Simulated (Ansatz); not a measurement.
Basis-set extrapolation for C₃H₁₀Si₂ (`C=C[SiH2][SiH2]C`) (PBE0-D4/def2-TZVP geometry, frozen core, Ansatz 0.2.0). Multiplicity 1, RHF reference.

```
                      def2-TZVPP   def2-QZVPP
                 HF  -697.342300  -697.365623
    MP2 correlation    -0.755607    -0.805656
CCSD(T) correlation    -0.860757      not run
```

Energies in hartree. Use E(X) = E(∞) + A·exp(−7.88·√X) for Hartree–Fock and E(X) = E(∞) + B·X^(−2.97) for correlation, with X = 3 and 4, and add CCSD(T) minus MP2 of the smaller set to the MP2 limit.

What is the CCSD(T) energy at the basis-set limit?

HF limit: -697.365623 + (-0.023323) × 0.13774 = -697.36884. MP2 limit: -0.805656 + (-0.050049) × 0.74074 = -0.84273. Higher-order term: -0.860757 − (-0.755607) = -0.10515. Total: -698.31672 hartree, 298.4 kJ/mol below CCSD(T)/def2-TZVPP.
